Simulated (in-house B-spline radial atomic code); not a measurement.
A fraction x of an electron is moved 4p → 4f in Ag II (Ag+), starting from [Kr] 4d10 and keeping the highest spin. All numbers are computed (scalar-relativistic (X2C) revTPSS, spin-polarised, spherical fractional occupations; Fermi nucleus of rms radius 4.5454 fm) with an all-electron radial atomic-structure program (B-spline basis), not measured.

| x | E(x) - E(0) (eV) | 4p down level (eV) | 4f up level (eV) |
| --- | --- | --- | --- |
| 0 | 0.0000 | -67.059 | - |
| 0.125 | 8.3046 | -68.519 | -1.532 |
| 0.25 | 16.7537 | -69.961 | -1.751 |
| 0.375 | ? | ? | ? |
| 0.5 | 34.1213 | -72.817 | -2.077 |
| 0.625 | ? | ? | ? |
| 0.75 | 52.1251 | -75.635 | -2.344 |
| 0.875 | 61.3660 | -77.028 | -2.465 |
| 1 | 70.7654 | -78.404 | -2.579 |

(1) What belongs in the row x = 0.375?

(2) What belongs in the row x = 0.625?

(3) Check Janak's theorem between x = 0.125 and 0.25.

Results:

(1) An energy change of 25.3584 eV; 4p down at -71.394 eV, 4f up at -1.926 eV.

(2) An energy change of 43.0434 eV; 4p down at -74.230 eV, 4f up at -2.215 eV.

(3) The slope of the energy is 67.59 eV; the orbital levels give 67.60 eV (ε of the receiving orbital less ε of the emptying one, averaged over the two points).
